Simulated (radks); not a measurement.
Values are calculated unless marked as measured or tabulated.
Species: Re59+. Configuration: [Ne] 3s2 3p4. Code: a radial shooting solver on a logarithmic mesh with Libxc functionals. Model: Dirac Kohn-Sham, LB94 model potential, spin-unpolarised, spherical densities, finite nucleus; open shells fill j = l - 1/2 first; Fermi nuclear charge, rms radius 5.3698 fm.

Radial electron density D(r) = 4 pi r^2 rho(r):

```
   r/bohr * D(r) (the largest magnitude, 123, reaches the edge; | marks zero)
 0.001585 |      *
 0.001759 |        *
 0.001967 |         *
 0.002183 |           *
 0.002442 |            *
 0.002709 |              *
  0.00303 |                 *
 0.003362 |                   *
 0.003761 |                      *
 0.004173 |                        *
 0.004668 |                           *
 0.005179 |                              *
 0.005793 |                                 *
 0.006428 |                                    *
  0.00719 |                                       *
 0.007978 |                                          *
 0.008923 |                                            *
 0.009901 |                                             *
  0.01107 |                                              *
  0.01229 |                                              *
  0.01374 |                                              *
  0.01525 |                                             *
  0.01706 |                                            *
  0.01893 |                                          *
  0.02117 |                                         *
  0.02349 |                                        *
  0.02628 |                                        *
  0.02916 |                                         *
  0.03261 |                                           *
  0.03618 |                                              *
  0.04047 |                                                  *
  0.04491 |                                                    *
  0.05023 |                                                      *
  0.05574 |                                                      *
  0.06234 |                                                   *
  0.06917 |                                              *
  0.07737 |                                       *
  0.08585 |                               *
  0.09603 |                         *
   0.1066 |                     *
   0.1192 |                   *
   0.1322 |                  *
   0.1479 |                   *
   0.1641 |                   *
   0.1836 |                  *
   0.2037 |               *
   0.2278 |           *
   0.2528 |       *
   0.2828 |   *
   0.3138 | *
   0.3509 |*
   0.3894 *
   0.4356 *
   0.4833 *
   0.5406 *
   0.5998 *
```

D(r) has 3 maxima, at r = 0.0122, 0.0519, 0.156 bohr, and minima at 0.0248, 0.126 bohr, inside which lie 2.08, 10.61 electrons.
